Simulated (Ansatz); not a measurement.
TiHF3. Charge 0, multiplicity 1. Geometry relaxed at PBE-D4/def2-TZVP.

```tsv
atom	x (Å)	y (Å)	z (Å)
Ti1	-0.045	0.010	-0.034
H2	1.280	-0.296	0.975
F3	-0.625	1.604	0.425
F4	-1.199	-1.269	0.307
F5	0.589	-0.049	-1.672
```

The relaxation made no stability test and no search for a lower SCF solution.

Q: Estimate the harmonic wavenumbers at RKS PBE-D4/def2-TZVP (Ansatz, unscaled). Is this a minimum?

A: 191, 191, 191, 527, 527, 700, 793, 794, 1752 cm⁻¹. Yes, no mode is imaginary beyond noise. Zero-point energy 33.9 kJ/mol. Run time 17 s (4 threads of Intel Xeon on a shared host).
